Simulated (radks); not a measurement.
Results of a calculation; reference values are marked as such.
Removal energies from the lanthanum ion La11+, [Kr] 4d10, by Delta-SCF beside the eigenvalue of the level emptied. Code: a radial shooting solver on a logarithmic mesh with Libxc functionals. Model: scalar-relativistic Kohn-Sham, LDA (Slater exchange, Perdew-Wang correlation), spin-polarised, spherical densities, finite nucleus; Fermi nuclear charge, rms radius of each element as measured or else 0.836 A^(1/3) + 0.57 fm. Open shells are filled with parallel spins first.

removed from     final configuration  Delta-SCF (eV)  -eigenvalue (eV)
4d                          [Kr] 4d9          277.38            263.42
4p            [Ar] 3d10 4s2 4p5 4d10          375.34            360.60
4s            [Ar] 3d10 4s1 4p6 4d10          442.70            427.37
3d             [Ar] 3d9 4s2 4p6 4d10          1019.9            988.24
